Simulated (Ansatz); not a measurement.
Reaction (formal exchange of groups at a C–Ga bond): `[CH3][Ga]([CH3])[F]` + `C[NH][InH2]` → `C[NH][InH][CH3]` + `[CH3][GaH][F]`

Computed with Ansatz on PBE0-D4/def2-TZVP structures; ΔE is electronic, products minus reactants. CCSD(T)/CBS is the MP2 limit (def2-TZVPP, def2-QZVPP) plus CCSD(T) − MP2 in def2-TZVPP, frozen cores. DFT in def2-TZVPP. Elements past krypton have def2 core potentials. For Ga, In outer-core shells are correlated without core-valence functions, which leaves a few kJ/mol of doubt a bond. Scalar relativity is left out up to krypton. Each species was taken in one conformer, which may not be the lowest.

```json
{"species": "`[CH3][Ga]([CH3])[F]`", "ωB97X-V energy (Eh)": "-2104.42134"}
{"species": "`C[NH][InH2]`", "ωB97X-V energy (Eh)": "-286.56253"}
{"species": "`C[NH][InH][CH3]`", "ωB97X-V energy (Eh)": "-325.88742"}
{"species": "`[CH3][GaH][F]`", "ωB97X-V energy (Eh)": "-2065.08972"}
```

(1) Work out ΔE.

Largest T1 diagnostic among the species: 0.016.

Results:

(1) ΔE = (-325.88742) + (-2065.08972) − (-2104.42134) − (-286.56253) = 0.00673 Eh = +4.2 kcal/mol. CCSD(T)/CBS gives +3.9 kcal/mol.

Leaving LDA and LC-ωPBE aside and taking each functional with its dispersion term where it has one, the values, not all of them listed here, spread over 0.7 kcal/mol, from B2PLYP to r2SCAN0-D4. LDA lies +0.9 kcal/mol from PBE without D4. At CCSD(T), def2-SVP lies +0.8 kcal/mol from the extrapolated value and def2-TZVPP +0.0 kcal/mol.
